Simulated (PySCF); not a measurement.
Br₂H₂InN, SMILES [NH2][In]([Br])[Br]. Atoms are numbered in the order given.

```xyz
6

In     0.0355     0.5527     0.0000
Br    -0.0143    -0.7326     2.1392
Br    -0.0143    -0.7326    -2.1392
N     -0.1768     2.5932     0.0000
H      0.2501     3.0240    -0.8315
H      0.2501     3.0240     0.8315
```

Coordinates come from a PBE-D3(BJ)/def2-SVP optimisation. The structure was generated by enumeration; whether it is a known compound was not checked. The def2 effective core potentials stand for the cores of In; spin–orbit coupling is left out. One conformer was computed; it need not be the lowest.

Method: PBE-D3(BJ)/def2-SVP run with PySCF 2.14.0.

Frequencies are harmonic and unscaled.

| mode | ν (cm⁻¹) | IR (km/mol) | moving atoms (share of kinetic energy) |
|---|---|---|---|
| 1 | 61 | 2.3 | Br 70 %, In 26 % |
| 2 | 94 | 4.2 | N 63 %, H 19 %, Br 11 % |
| 3 | 96 | 4.0 | In 43 %, N 35 %, Br 12 %, H 9 % |
| 4 | 222 | 7.3 | Br 74 %, In 21 % |
| 5 | 229 | 10.6 | H 88 % |
| 6 | 268 | 58.7 | Br 47 %, In 46 % |
| 7 | 478 | 118.6 | N 56 %, H 38 % |
| 8 | 609 | 29.3 | H 55 %, N 37 % |
| 9 | 801 | 36.5 | H 91 %, N 8 % |
| 10 | 1467 | 9.7 | H 91 %, N 9 % |
| 11 | 3414 | 24.7 | H 96 % |
| 12 | 3523 | 17.7 | H 92 %, N 8 % |
